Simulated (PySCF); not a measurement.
Vertical excitations of a molecule C2H7AlFN from TDDFT-M06-2X/def2-SVPD run with PySCF, as energy in eV (oscillator strength): 6.20 (0.059), 6.69 (0.080), 7.12 (0.029), 7.35 (0.122), 7.63 (0.000), 7.97 (0.073), 8.03 (0.000), 8.43 (0.002), 8.43 (0.000), 8.55 (0.003). Lowest triplet (TDA): 5.89 eV. Coordinates come from a B3LYP-D3(BJ)/def2-SVP optimisation. The values are those of a single conformer.

Identify the compound among the candidates.
A. C[N](C)[AlH][F]
B. C[NH][Al]([CH3])[F]
C. C[CH2][Al]([NH2])[F]

C, C[CH2][Al]([NH2])[F]
